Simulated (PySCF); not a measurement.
SMILES F[Si](F)(F)[SiH2]CF (CH₄F₄Si₂), GFN2-xTB optimised geometry.

```
11

F     -2.05    -2.37     1.96
C     -1.50    -1.63     0.94
Si    -0.21    -0.42     1.68
Si     0.75     0.79     0.00
F      0.41     0.38    -1.50
F      2.34     0.79     0.00
F      0.42     2.35     0.00
H     -2.34    -1.12     0.44
H     -1.07    -2.35     0.24
H     -0.91     0.45     2.63
H      0.79    -1.22     2.40
```

Density from PBE0/def2-TZVP in PySCF at that geometry.

Minimum of the electron density along straight lines between bonded atoms, close to the bond critical point (lines longer than 1.1 times the sum of covalent radii, or with two minima, are not listed):

| bond | length / Å | ρ at the minimum / e bohr⁻³ | ∇²ρ there / e bohr⁻⁵ | position (fraction from the first atom) |
|---|---|---|---|---|
| F1–C2 | 1.380 | 0.243 | -0.09 | 0.67 |
| C2–Si3 | 1.921 | 0.115 | 0.14 | 0.62 |
| Si3–Si4 | 2.282 | 0.100 | -0.08 | 0.35 |
| Si4–F5 | 1.593 | 0.142 | 1.02 | 0.42 |
| Si4–F6 | 1.590 | 0.143 | 1.04 | 0.42 |
| Si4–F7 | 1.590 | 0.143 | 1.04 | 0.42 |
| C2–H8 | 1.094 | 0.283 | -1.00 | 0.65 |
| C2–H9 | 1.094 | 0.284 | -1.00 | 0.65 |
| Si3–H10 | 1.468 | 0.124 | 0.18 | 0.49 |
| Si3–H11 | 1.468 | 0.124 | 0.18 | 0.49 |
